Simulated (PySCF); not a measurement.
Compound: C4H11NSi.
Structure used (GFN2-xTB), in Å, numbered top down from 1:
```xyz
17
C4H11NSi angstrom
C     -1.7847    1.0926    1.2654
C     -0.7991    0.2986    0.8945
C     -0.5500   -0.1398   -0.5158
C     -0.5593   -1.6734   -0.5846
N      0.7029    0.4040   -1.0044
Si     2.1226    0.6745   -0.0767
H     -1.9327    1.3746    2.2942
H     -2.4894    1.4939    0.5550
H     -0.1048   -0.0966    1.6230
H     -1.3569    0.2464   -1.1565
H      0.2437   -2.0723    0.0309
H     -0.4092   -2.0065   -1.6098
H     -1.5086   -2.0632   -0.2247
H      0.8363    0.1656   -1.9757
H      1.8456    1.7498    0.8769
H      2.6170   -0.4952    0.6727
H      3.1196    1.0590   -1.0742
```

Method: B3LYP/def2-SVPD in PySCF (dipole) on a GFN2-xTB geometry, gas phase.

Take the most abundant isotopes and a rigid rotor. The values belong to one conformer with, in the numbering `[CH2:1]=[CH:2][C@H:3]([CH3:4])[NH:5][SiH3:6]`, C1–C2–C3–C4 -123°, C2–C3–N5–Si6 34°.

**Question.** Give the principal moments of inertia and the rotational constants in cm⁻¹.

**Answer.** Ia = 135.18, Ib = 257.38, Ic = 339.30 u·Å²; 505379 MHz·u·Å²/I gives 3739, 1964 and 1489 MHz, that is A = 0.12471, B = 0.06550, C = 0.04968 cm⁻¹.

**Question.** What kind of rotor is it?

**Answer.** An asymmetric top: κ = (2 × 1964 − 3739 − 1489)/(3739 − 1489) = -0.58.

**Question.** What does the inertial defect say?

**Answer.** Not planar: Δ = Ic − Ia − Ib = -53.26 u·Å². For a rigid frame Δ = −2 Σ m c², so Σ m c² = 26.63 u·Å² lies off the ab plane: 11.92 from hydrogen and 14.71 from heavier atoms. The atom farthest from that plane is 1.59 Å away.

**Question.** Give the other two planar moments, Paa and Pbb, and the rms extents of the mass along the axes.

**Answer.** Paa = Σ m a² = (Ib + Ic − Ia)/2 = 230.75 and Pbb = Σ m b² = (Ia + Ic − Ib)/2 = 108.55 u·Å². With the mass M = 101.07 u, the rms extents √(P/M) along a, b and c are 1.51, 1.04, 0.51 Å.

**Question.** Where do the levels up to J = 5 lie, in MHz?

**Answer.** Above 0(0,0):
J = 1: 1(0,1) 3453, 1(1,1) 5228, 1(1,0) 5702
J = 2: 2(0,2) 10276, 2(1,2) 11660, 2(1,1) 13082, 2(2,1) 18407, 2(2,0) 18490
J = 3: 3(0,3) 20319, 3(1,3) 21260, 3(1,2) 24095, 3(2,2) 28766, 3(2,1) 29166, 3(3,1) 38875, 3(3,0) 38884
J = 4: 4(0,4) 33421, 4(1,4) 33983, 4(1,3) 38660, 4(2,3) 42514, 4(2,2) 43623, 4(3,2) 52829, 4(3,1) 52892, 4(4,1) 66788, 4(4,0) 66789
J = 5: 5(0,5) 49480, 5(1,5) 49782, 5(1,4) 56648, 5(2,4) 59595, 5(2,3) 61904, 5(3,3) 70296, 5(3,2) 70540, 5(4,2) 84237, 5(4,1) 84245, 5(5,1) 102176, 5(5,0) 102176
Those of J = 1 are B + C, A + C and A + B.

**Question.** Which lines would a microwave search look for?

**Answer.** The dipole components are |μa| = 0.64 D, |μb| = 0.93 D, |μc| = 0.21 D. The squared components, which scale the intensities, stand as 0.47 : 1.00 : 0.05 (a : b : c). Some lines, for components of 0.1 D or more:

```csv
type,branch,"J(Ka,Kc)",MHz,lower level (cm⁻¹)
a,Q,"1(1,0) ← 1(1,1)",474,0.174
c,Q,"3(1,3) ← 3(0,3)",941,0.678
a,Q,"2(1,1) ← 2(1,2)",1422,0.389
c,Q,"1(1,1) ← 1(0,1)",1775,0.115
a,Q,"3(1,2) ← 3(1,3)",2835,0.709
a,R,"1(0,1) ← 0(0,0)",3453,0.000
b,R,"2(0,2) ← 1(1,1)",5048,0.174
b,R,"1(1,1) ← 0(0,0)",5228,0.000
c,Q,"2(2,1) ← 2(1,1)",5325,0.436
b,Q,"2(2,0) ← 2(1,1)",5408,0.436
a,R,"2(0,2) ← 1(0,1)",6823,0.115
b,Q,"3(2,2) ← 3(1,3)",7506,0.709
b,R,"2(1,2) ← 1(0,1)",8207,0.115
b,R,"3(0,3) ← 2(1,2)",8659,0.389
c,R,"2(1,1) ← 1(0,1)",9629,0.115
b,Q,"3(3,1) ← 3(2,2)",10108,0.960
a,R,"3(2,2) ← 2(2,1)",10359,0.614
b,R,"3(1,3) ← 2(0,2)",10984,0.343
c,R,"2(2,1) ← 1(1,1)",13179,0.174
b,R,"2(2,0) ← 1(1,1)",13262,0.174
b,R,"3(2,2) ← 2(1,1)",15684,0.436
c,R,"3(2,1) ← 2(1,1)",16083,0.436
c,R,"3(2,2) ← 2(1,2)",17106,0.389
b,R,"3(3,1) ← 2(2,0)",20384,0.617
c,R,"3(3,0) ← 2(2,0)",20394,0.617
b,R,"3(3,0) ← 2(2,1)",20477,0.614
```

Whether it is a minimum is left open (no frequencies). Constants of a rigid frame at the computed geometry: no zero-point averaging, no centrifugal distortion. A rigid rotor knows nothing of inversion at nitrogen or internal rotation, which can split or shift real lines. Quadrupole hyperfine structure (14N) is left out.
